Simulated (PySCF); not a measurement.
# What a mistake does to a calculation on BH4O2Si

These are calculations, not measurements. They come from PySCF 2.14.0, an open-source quantum chemistry program, on an isolated molecule that a program drew, which may never have been made. The molecule is BH4O2Si (charge 0, doublet), drawn as the SMILES string `OB[SiH]O`.

Each row is a Hartree-Fock (HF) and frozen-core CCSD(T) single point in the cc-pV(D+d)Z basis, meant for a local HF minimum. Run 1 is clean. Each other run has one planted mistake out of seven kinds, and not every kind appears here: one electron removed, one electron added, multiplicity raised by two, geometry at a saddle point, minimal basis STO-3G, one bond length entered in bohr, all coordinates scaled. The reference is restricted for singlets and unrestricted otherwise, and also for a bond in bohr. Adding or removing an electron swaps singlet and doublet. Electrons count all cores. HOMO and LUMO are orbital energies over both spins, the gradient is its largest component, and the lowest frequency (negative if imaginary) is given only where the gradient is small. Bond lengths are over the 7 bonds as drawn. T1 is the CCSD diagnostic: over 0.02 (restricted) or 0.045 (unrestricted) a single reference is doubtful.

Geometry of the clean run:
```xyz
8
BH4O2Si, angstrom
O    -1.6733   -0.6870    0.2630
B    -0.6004   -0.5591    1.0798
Si   -0.5593   -1.6561    2.7758
O    -1.5521   -2.9869    2.7796
H    -1.6695   -0.0986   -0.4778
H     0.2536    0.2582    0.8397
H     0.7735   -2.1271    3.2138
H    -2.3775   -2.9060    2.3240
```

| run | electrons | basis functions | <S^2> | HOMO (eV) | LUMO (eV) | gradient (hartree/bohr) | lowest frequency (cm^-1) | mean bond (Å) | longest bond (Å) | T1 | HF (hartree) | CCSD(T) (hartree) | mistake |
|---|---|---|---|---|---|---|---|---|---|---|---|---|---|
| 1 | 39 | 85 | 0.768 | -8.00 | 1.62 | 3.3e-05 | 105 | 1.3734 | 2.020 | 0.0188 | -465.72342 | -466.31093 | no fault |
| 2 | 39 | 85 | 0.767 | -8.35 | 1.30 | 5.1e-02 | - | 1.4613 | 2.150 | 0.0210 | -465.69551 | -466.29439 | all coordinates scaled |
| 3 | 39 | 85 | 1.644 | -8.33 | 1.04 | 2.3e-02 | - | 1.5455 | 2.560 | 0.0543 | -465.55478 | -466.11946 | ? |
| 4 | 40 | 85 | 0.000 | 0.06 | 8.79 | 6.4e-02 | - | 1.3734 | 2.020 | 0.0186 | -465.68778 | -466.30808 | ? |

**Which mistake was planted in run 3, and what did it cost?**

The mean bond changes by a factor of 1.125 and the longest by 1.267, so the molecule wasn't scaled as a whole. A length L in bohr read as angstrom grows by (1/0.5292 - 1) L = 0.890 L. The 7 bonds together grew by 7 x 0.1721 = 1.205 Å, which gives L = 1.354 Å. That is bond O1-B2, 1.355 Å in the clean geometry. So the mistake is: one bond length entered in bohr. Subtracting run 1 and multiplying by 627.51 kcal/mol a hartree, the energy moved by 105.8 kcal/mol in HF and 120.1 kcal/mol in CCSD(T).

**Which mistake was planted in run 4, and what did it cost?**

It counts 40 electrons, one more than the clean run, at the same geometry and basis. So the mistake is: one electron added. Subtracting run 1 and multiplying by 627.51 kcal/mol a hartree, the energy moved by 22.4 kcal/mol in HF and 1.8 kcal/mol in CCSD(T).

Cautions from the logs. Run 3: T1 is over the limit, so its CCSD(T) energy is less reliable; run 4: the HOMO is above zero, so the electron isn't bound and the energy depends on the basis.
